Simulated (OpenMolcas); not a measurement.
## Kr2+: the spin-orbit constant, Slater's ratio, worked from levels

```
Program             : OpenMolcas 26.06
Basis               : ANO-RCC-VTZP [6s5p3d1f]
Scalar Hamiltonian  : DKH2, point nucleus
Active space        : 4 electrons in 3 orbitals (4p)
State averaging     : 2S+1 = 3 even, 3 roots; 2S+1 = 1 even, 6 roots
Spin-orbit coupling : RASSI with atomic mean-field integrals over the reference wave functions, term energies averaged over their components
```

Methods: CASSCF; SS-CASPT2, IPEA 0.25 Eh, imaginary shift 0.1 Eh (closed shells correlated: 3d 4s). Measured levels: Saloman, J. Phys. Chem. Ref. Data 36, 215 (2007).

**The spin-orbit constant.** For the Hund term 3P of p4, E(J) = (A/2) J(J+1) + constant and ζ = -2S·A = -2A. From J = 0 to J = 2 the energy changes by 3 A.

| Source | E(2) - E(0) | A | ζ |
| --- | --- | --- | --- |
| CASSCF | -5101.3 | -1700.4 | 3401 |
| SS-CASPT2 | -5022.9 | -1674.3 | 3349 |
| measured | -5312.9 | -1771.0 | 3542 |

All in cm-1. SS-CASPT2 is off by -5.5 % and CASSCF by -4.0 %. Both methods take the spin-orbit matrix elements from the reference wave functions, so the second can move ζ only through the term energies and any multistate remixing. Second-order mixing with other terms is absorbed into this ζ.

**Slater's ratio.** With one set of orbitals, p4 has 1D - 3P = 6 F2 and 1S - 1D = 9 F2 (F2 = F²/25), a ratio of 3/2. Term energies are centres of gravity, weighted by 2J + 1.

```csv
Source,1D - 3P,1S - 3P,F2 from the first,Ratio
CASSCF,15151,37114,2525,1.450
SS-CASPT2,13107,32412,2184,1.473
measured,12538,30973,2090,1.470
```

Energies in cm-1. A ratio away from 3/2 shows effects beyond one configuration with one set of orbitals, and in heavier atoms second-order spin-orbit shifts.

CASPT2 breaks the degeneracy within a term, and the mean is taken; among the terms shown or strongly mixed into the levels shown the widest spread is 150 cm-1 (4s2 4p4 1D, SS-CASPT2). With the s shell closed, the reference lacks s² → p² mixing. Computed and measured levels are paired by configuration, term and J; levels that our copy of the source lacks, or whose pairing is in doubt (as where it misses far off the trend of its configuration), stay unpaired and out of the deviations. Only configurations of the active space appear.
